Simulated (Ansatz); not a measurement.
The cluster Ti4Al⁺. The state is a singlet with charge 1. Geometry B3LYP-D4/def2-SVP, basis def2-TZVP, Ansatz.

```xyz
5

Ti    0.041    1.716   -0.358
Ti   -1.239    0.085   -1.240
Ti    1.668   -0.043    0.538
Ti    0.390   -1.676   -0.342
Al   -0.860   -0.082    1.401
```

```csv
run,HOMO (eV),LUMO (eV)
A,-7.72,-7.59
B,-7.88,-7.83
C,-7.81,-7.45
D,-8.61,-6.67
E,-7.89,-7.47
```

No other spin state of charge 1 was run. Another isomer (singlet) lies 1.24 eV lower at PBE0-D4/def2-TZVP; other spin states weren't run for this one.

**Question.** The runs used B97M-V, LDA (SPW92), PBE, PBE0, r2SCAN. Estimate which is which.

**Answer.** A PBE (0 % exact exchange); B LDA (SPW92) (0 % exact exchange); C r2SCAN (0 % exact exchange); D PBE0 (25 % exact exchange); E B97M-V (0 % exact exchange). Exact exchange lowers occupied and raises empty levels; among semilocal functionals meta-GGAs tend to open the gap a little, and such runs are hard to tell apart. The gap grows from 0.06 eV (LDA (SPW92)) to 1.95 eV (PBE0). The restricted singlet is unstable towards broken spin symmetry in Hartree–Fock (as tested in another run); at PBE-D4/def2-TZVP, LDA (SPW92)/def2-TZVP, r2SCAN-D4/def2-TZVP, PBE0-D4/def2-TZVP and others this wasn't settled.
